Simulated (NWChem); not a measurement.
Molecule: H₂TeSe₂; SMILES [SeH][Te][SeH]

```xyz
5

Te     0.0000     0.0000     0.8945
Se    -1.9955    -0.0193    -0.6601
H     -2.0897     1.4442    -0.8150
Se     1.9955     0.0193    -0.6601
H      2.0897    -1.4442    -0.8150
```
Atoms are numbered in this order, from 1.

Results from NWChem. All runs use the structure optimised with PBE0/def2-SVP. No frequency run checked for a minimum. def2 effective core potentials on Te; no spin-orbit coupling. Ions are spin-unrestricted doublets at the neutral geometry; other ion states weren't tried.

For level PBE/def2-SVP:

```yaml
vertical ionisation energy, ΔSCF (eV): 8.41
"−ε(HOMO) (eV)": 5.57
```

Question: How do the values read with level PBE0/def2-SVP instead?

Answer: 
| Quantity | Value |
|---|---|
| vertical ionisation energy, ΔSCF (eV) | 8.68 |
| −ε(HOMO) (eV) | 6.70 |
